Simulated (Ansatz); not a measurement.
Pt₂₀ (started as a model of: Pt20 flat piece). The state is a singlet with charge 0. Geometry PBE-D4/def2-SVP; atoms count from 1.

Cartesian coordinates in Å:
```
Pt -1.198 -3.500 4.812
Pt 0.224 -2.175 3.231
Pt 2.570 -2.059 2.388
Pt 3.190 -1.854 -0.049
Pt 5.399 -2.605 -0.957
Pt -2.003 -1.189 4.262
Pt -1.221 -0.385 1.880
Pt 0.651 -1.743 0.591
Pt 1.473 -0.711 -1.712
Pt 3.964 -1.249 -2.503
Pt -3.347 0.549 3.036
Pt -2.889 1.041 0.404
Pt -0.666 0.155 -0.565
Pt 0.392 1.491 -2.487
Pt 2.841 0.819 -3.364
Pt -3.558 2.868 2.027
Pt -4.069 3.198 -0.494
Pt -1.916 2.343 -1.619
Pt -1.109 2.841 -4.027
Pt 1.274 2.167 -4.851
```

In the def2 sets Pt takes a core potential; there is no spin–orbit coupling. Single mean-field runs in def2-TZVP are fitted with def2-universal-jkfit. The restricted singlet is unstable towards broken spin symmetry in Hartree–Fock (as tested in another run); at PBE0-D4/def2-TZVP this wasn't settled. Another isomer (singlet) lies 5.55 eV lower at PBE0-D4/def2-TZVP; other spin states weren't run for this one.

Q: Estimate the Mulliken populations from the PBE0/def2-TZVP orbitals of Ansatz.

A: 
```json
{"atom": "Pt1", "charge (e)": "0.20", "d electrons": "8.99"}
{"atom": "Pt2", "charge (e)": "-0.09", "d electrons": "8.80"}
{"atom": "Pt3", "charge (e)": "0.28", "d electrons": "8.91"}
{"atom": "Pt4", "charge (e)": "-0.41", "d electrons": "8.79"}
{"atom": "Pt5", "charge (e)": "0.14", "d electrons": "9.00"}
{"atom": "Pt6", "charge (e)": "0.05", "d electrons": "8.79"}
{"atom": "Pt7", "charge (e)": "-0.62", "d electrons": "8.87"}
{"atom": "Pt8", "charge (e)": "0.14", "d electrons": "8.89"}
{"atom": "Pt9", "charge (e)": "-0.07", "d electrons": "8.83"}
{"atom": "Pt10", "charge (e)": "0.11", "d electrons": "8.77"}
{"atom": "Pt11", "charge (e)": "0.13", "d electrons": "8.82"}
{"atom": "Pt12", "charge (e)": "-0.01", "d electrons": "8.80"}
{"atom": "Pt13", "charge (e)": "-0.37", "d electrons": "8.84"}
{"atom": "Pt14", "charge (e)": "-0.42", "d electrons": "8.85"}
{"atom": "Pt15", "charge (e)": "0.21", "d electrons": "8.82"}
{"atom": "Pt16", "charge (e)": "0.26", "d electrons": "8.91"}
{"atom": "Pt17", "charge (e)": "0.20", "d electrons": "8.94"}
{"atom": "Pt18", "charge (e)": "-0.06", "d electrons": "8.82"}
{"atom": "Pt19", "charge (e)": "0.17", "d electrons": "8.99"}
{"atom": "Pt20", "charge (e)": "0.17", "d electrons": "8.98"}
```
Mulliken values depend strongly on the basis.

Q: And the Mayer bond orders between heavy atoms (over 0.3, the first 40 of 43)?

A: Pt1–Pt2 0.82 (2.51 Å); Pt1–Pt6 0.76 (2.51 Å); Pt2–Pt3 0.70 (2.50 Å); Pt2–Pt6 0.52 (2.65 Å); Pt2–Pt7 0.45 (2.67 Å); Pt2–Pt8 0.37 (2.71 Å); Pt3–Pt4 0.72 (2.52 Å); Pt3–Pt8 0.39 (2.65 Å); Pt4–Pt5 0.84 (2.50 Å); Pt4–Pt8 0.44 (2.62 Å); Pt4–Pt9 0.52 (2.65 Å); Pt4–Pt10 0.49 (2.64 Å); Pt5–Pt10 0.81 (2.51 Å); Pt6–Pt7 0.58 (2.63 Å); Pt6–Pt11 0.61 (2.52 Å); Pt7–Pt8 0.49 (2.65 Å); Pt7–Pt11 0.61 (2.59 Å); Pt7–Pt12 0.35 (2.64 Å); Pt7–Pt13 0.71 (2.56 Å); Pt8–Pt9 0.45 (2.65 Å); Pt8–Pt13 0.46 (2.58 Å); Pt9–Pt10 0.47 (2.67 Å); Pt9–Pt13 0.58 (2.58 Å); Pt9–Pt14 0.53 (2.57 Å); Pt9–Pt15 0.38 (2.63 Å); Pt10–Pt15 0.69 (2.51 Å); Pt11–Pt12 0.40 (2.72 Å); Pt11–Pt16 0.58 (2.54 Å); Pt12–Pt13 0.34 (2.58 Å); Pt12–Pt16 0.72 (2.53 Å); Pt12–Pt17 0.63 (2.62 Å); Pt12–Pt18 0.43 (2.60 Å); Pt13–Pt14 0.44 (2.57 Å); Pt13–Pt18 0.41 (2.73 Å); Pt14–Pt15 0.41 (2.69 Å); Pt14–Pt18 0.48 (2.61 Å); Pt14–Pt19 0.67 (2.54 Å); Pt14–Pt20 0.53 (2.61 Å); Pt15–Pt20 0.66 (2.55 Å); Pt16–Pt17 0.61 (2.59 Å).
